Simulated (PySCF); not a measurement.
**Atomic charges by several schemes**

C₈H₁₁FS.
Cartesian coordinates in Å at the GFN2-xTB level; atoms count from 1:
```
atom  x, y, z in Å
C1     3.068   -0.222   -0.152
C2     1.904    0.616   -0.556
S3     2.179    1.968   -1.449
C4     0.551    0.251   -0.190
C5     0.208   -0.886    0.443
F6     1.132   -1.788    0.843
C7    -1.172   -1.325    0.798
C8    -2.230   -0.511    0.065
C9    -1.858    0.963    0.143
C10   -0.546    1.208   -0.591
H11    3.105   -0.337    0.931
H12    2.993   -1.221   -0.583
H13    3.990    0.241   -0.495
H14   -1.263   -2.392    0.573
H15   -1.295   -1.219    1.882
H16   -3.209   -0.690    0.511
H17   -2.274   -0.818   -0.982
H18   -2.641    1.579   -0.301
H19   -1.754    1.255    1.190
H20   -0.700    1.116   -1.671
H21   -0.200    2.226   -0.410
```

Density: PBE0/pcSseg-1 (PySCF); schemes: Mulliken, IAO, Hirshfeld and ESP-fitted. The structure is a single GFN2-xTB conformer in the gas phase; no vibrational or solvent corrections.

Q: Atoms with like bonding are taken together and averaged. For which atoms does the sign change between the 4 schemes (beyond +0.03 e in one, beyond −0.03 e in another)?

A: C2.

Q: Which atoms carry the lowest charge in the Mulliken, IAO, Hirshfeld and ESP-fitted schemes?

A: The schemes don't all agree: Mulliken C2 (-0.354); IAO C1 (-0.431); Hirshfeld C1 (-0.135); ESP-fitted C1 (-0.374).

Q: Which atoms carry the highest charge in the Mulliken, IAO, Hirshfeld and ESP-fitted schemes?

A: All schemes agree: Mulliken C5 (+0.298); IAO C5 (+0.314); Hirshfeld C5 (+0.121); ESP-fitted C5 (+0.281).

Q: Give the atomic charges in each scheme.

A: In e; atoms taken as equivalent share a row and are averaged (×n: the atom named and its like, n in all):

| atom | environment | Mulliken | IAO | Hirshfeld | ESP-fitted |
| --- | --- | --- | --- | --- | --- |
| C1 | methyl carbon | -0.107 | -0.431 | -0.135 | -0.374 |
| C2 | thiocarbonyl carbon | -0.354 | -0.030 | +0.042 | +0.143 |
| S3 | thiocarbonyl sulfur | -0.092 | -0.130 | -0.123 | -0.245 |
| C4 | fully substituted alkene carbon | -0.268 | -0.075 | -0.032 | -0.054 |
| C5 | vinylic C–F carbon | +0.298 | +0.314 | +0.121 | +0.281 |
| F6 | vinyl fluorine | -0.276 | -0.263 | -0.049 | -0.207 |
| C7 | allylic carbon | -0.186 | -0.284 | -0.074 | -0.212 |
| C8 | ring CH2 carbon | -0.221 | -0.255 | -0.064 | -0.092 |
| C9 | ring CH2 carbon | -0.208 | -0.256 | -0.068 | -0.001 |
| C10 | allylic carbon | -0.101 | -0.258 | -0.080 | -0.164 |
| H11/H12/H13 | methyl hydrogen | +0.136 | +0.163 | +0.042 | +0.129 |
| H14/H15 | methylene hydrogen | +0.152 | +0.160 | +0.051 | +0.109 |
| H16/H17 | methylene hydrogen | +0.126 | +0.139 | +0.043 | +0.056 |
| H18/H19 | methylene hydrogen | +0.121 | +0.136 | +0.041 | +0.033 |
| H20/H21 | methylene hydrogen | +0.154 | +0.154 | +0.032 | +0.072 |

Mean size of the charges over all atoms: IAO 0.189 e, Mulliken 0.173 e, ESP-fitted 0.128 e, Hirshfeld 0.059 e. Each set sums to the total charge, 0, to within 0.001 e. The Mulliken scheme counts on each atom the diagonal of the density matrix times the overlap matrix over that atom's basis functions.

Some averages cover members that differ in this geometry: H11/H12/H13, ESP-fitted +0.088 to +0.152 e.

Q: Sum the charges by element, for elements with more than one atom.

A: 
| element | atoms | Mulliken | IAO | Hirshfeld | ESP-fitted |
| --- | --- | --- | --- | --- | --- |
| C | 8 | -1.147 | -1.277 | -0.290 | -0.473 |
| H | 11 | +1.515 | +1.669 | +0.461 | +0.925 |

Q: How many electrons does the ESP-fitted scheme count on C2?

A: Z − q = 6 − (+0.143) = 5.857.
